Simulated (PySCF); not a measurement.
C5H5BO, SMILES C#CB(C#C)OC. Atoms are numbered in the order given.

```xyz
12

B     -0.0967     0.1929     0.0000
C     -0.1813     1.7253     0.0000
C     -0.2108     2.9423     0.0000
H     -0.2443     4.0162     0.0000
C      1.2824    -0.4937     0.0000
C      2.3816    -1.0180     0.0000
H      3.3549    -1.4736     0.0000
O     -1.2511    -0.5068     0.0000
C     -1.3467    -1.9190     0.0000
H     -1.9066    -2.2371     0.8932
H     -1.9066    -2.2371    -0.8932
H     -0.3559    -2.3994     0.0000
```
Charge 0, spin multiplicity 1.

Geometry optimised at B3LYP-D3(BJ)/def2-SVP. The values are those of a single conformer.

Level of theory: HF/pcSseg-1 (PySCF).

GIAO shieldings, no solvent; atoms listed in one row are averaged. δ = σ(ref) − σ: ¹¹B against BF3 (σ = 102.7 ppm); ¹³C against TMS (σ = 192.6 ppm); ¹H against TMS (σ = 31.99 ppm); ¹⁷O against H2O (σ = 333.0 ppm), references at their B3LYP-D3(BJ)/def2-TZVP geometries, non-relativistic.

Q: Estimate the chemical shifts. (Estimate from the structure and the level; the computed values follow.)

A: 
```json
[
 {"nucleus": "¹¹B", "atoms": "B1", "count": "1", "δ (ppm)": "15.3"},
 {"nucleus": "¹³C", "atoms": "C6", "count": "1", "δ (ppm)": "113.3"},
 {"nucleus": "¹³C", "atoms": "C3", "count": "1", "δ (ppm)": "108.0"},
 {"nucleus": "¹³C", "atoms": "C2", "count": "1", "δ (ppm)": "87.7"},
 {"nucleus": "¹³C", "atoms": "C5", "count": "1", "δ (ppm)": "84.6"},
 {"nucleus": "¹³C", "atoms": "C9", "count": "1", "δ (ppm)": "55.1"},
 {"nucleus": "¹H", "atoms": "H10, H11, H12", "count": "3", "δ (ppm)": "4.19"},
 {"nucleus": "¹H", "atoms": "H7", "count": "1", "δ (ppm)": "3.78"},
 {"nucleus": "¹H", "atoms": "H4", "count": "1", "δ (ppm)": "3.48"},
 {"nucleus": "¹⁷O", "atoms": "O8", "count": "1", "δ (ppm)": "124.8"}
]
```
